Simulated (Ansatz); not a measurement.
Ansatz (a quantum-chemistry and plane-wave program) input (RI-MP2/cc-pV(Q+d)Z):
A basis named .json is the Basis Set Exchange file of that set.

Ansatz 0.2 input:
```yaml
crystal:
  periodic: [false, false, false]
  atoms:
    - {symbol: Si, position_ang: [-0.11018041, -0.36238245, -1.40174276]}
    - {symbol: N, position_ang: [-1.02218220, 0.53699596, -0.08373147]}
    - {symbol: Si, position_ang: [-2.25750911, -0.14709847, 0.85911864]}
    - {symbol: O, position_ang: [1.48853122, -0.46100679, -0.64458809]}
    - {symbol: Si, position_ang: [2.13519775, 0.28980601, 0.62059760]}
    - {symbol: H, position_ang: [0.18764703, 0.91502083, -2.23158369]}
    - {symbol: H, position_ang: [-0.84274332, 1.52215342, 0.05691996]}
    - {symbol: H, position_ang: [-3.55854819, -0.39556211, 0.16025592]}
    - {symbol: H, position_ang: [-1.89053486, -1.45906013, 1.46078579]}
    - {symbol: H, position_ang: [-2.60178339, 0.77058398, 1.99308661]}
    - {symbol: H, position_ang: [1.61026524, -0.15469492, 1.94537270]}
    - {symbol: H, position_ang: [1.98978708, 1.77932175, 0.60158581]}
    - {symbol: H, position_ang: [3.60782072, 0.02676845, 0.66477315]}
basis:
  gaussian:
    orbitals: cc-pV_Q+d_Z.json
    fitting: {mean_field: def2-universal-jkfit, correlation: cc-pVQZ-RIFIT.json}
total_charge: -1
magnetization: {spin_polarized: false}
correlation: {method: mp2, electrons: outside_noble_gas}
```

End of the output:

```
integrals: 1.23 GiB planned
682 factors; integrals over basis functions are off by at most 6.2e0 eV
1.23 GiB of device memory are held for the factors and their scratch space
mean field: 2.72 GiB planned
mean field evaluation 1: about -27235.3851 eV, gradient 3.5e1 eV
mean field evaluation 2: about -27238.0314 eV, gradient 1.9e1 eV
mean field evaluation 4: about -27238.8128 eV, gradient 8.6e-1 eV
mean field evaluation 8: about -27238.8172 eV, gradient 1.1e-6 eV
mean field -27238.81722852 eV, -1001.0080700146 hartree, gradient 1.1e-6 eV, S^2 0.000000; 0 other end points of the search recorded, 0 dependent functions left out
17 core orbitals not correlated
1178 factors; their error is unknown
reference -27238.81722852 eV, -1001.0080700146 hartree; 16, 16 occupied and 509, 509 virtual orbitals, 1178 factors
second order -24.53759451 eV of doubles, -0.00000000 eV of singles
Total energy: -27263.35482303 eV, -1001.9098099806 hartree
```

It need not be the lowest isomer of its formula. Whether it binds its extra electron was not tested at this geometry.
